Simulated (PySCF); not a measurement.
C₂H₉BOSn.
Bonds: C1–C2, C2–O3, O3–B4, B4–Sn5. Hydrogens: H6, H7, H8 on C1; H9, H10 on C2; H11 on B4; H12, H13, H14 on Sn5.

Method: PySCF 2.14.0, PBE0-D3(BJ)/def2-SVP geometry optimisation, gas phase, def2 core potentials past Kr.

**Question.** How far are the bound atoms from Sn5?

**Answer.** 4 atoms: H14 1.716 Å, H13 1.722 Å, H12 1.722 Å, B4 2.284 Å. The nearest atom not counted as bound is H9, at 2.89 Å.

**Question.** List the angles at Sn5.

**Answer.** 
| angle | degrees | distance of the outer atoms (Å) |
| --- | --- | --- |
| B4–Sn5–H13 | 113.3 | 3.36 |
| B4–Sn5–H12 | 112.3 | 3.34 |
| B4–Sn5–H14 | 111.2 | 3.32 |
| H12–Sn5–H14 | 107.0 | 2.76 |
| H13–Sn5–H14 | 106.9 | 2.76 |
| H12–Sn5–H13 | 105.7 | 2.74 |

**Question.** What is the shape at Sn5?

**Answer.** Distorted tetrahedral: angles from 105.7° to 113.3°; τ4 = (360° − α − β)/141° = 0.95 with α and β the two widest (0 for a square, 1 for a tetrahedron).

**Question.** What are the other bond lengths?

**Answer.** C1–C2 1.510 Å; C2–O3 1.416 Å; O3–B4 1.336 Å; C1–H6, C1–H7, C1–H8 1.100 Å; C2–H9, C2–H10 1.103 Å; B4–H11 1.212 Å.

**Question.** Give some angles away from the centre.

**Answer.** C1–C2–O3 110.8°, C2–O3–B4 125.5°, O3–B4–Sn5 123.7°.

**Question.** What are the rotational constants (commonest isotopes, rigid rotor)?

**Answer.** A = 5905, B = 1127, C = 1014 MHz: a near-prolate asymmetric top.

Point group: C1 (no symmetry element, even within 0.4 Å). Charge 0, singlet. Stationary, but not proved a minimum.

Conformer computed: `[CH3:1][CH2:2][O:3][BH:4][SnH3:5]`: C1–C2–O3–B4 99°, C2–O3–B4–Sn5 2°.

One conformer stands for the species.
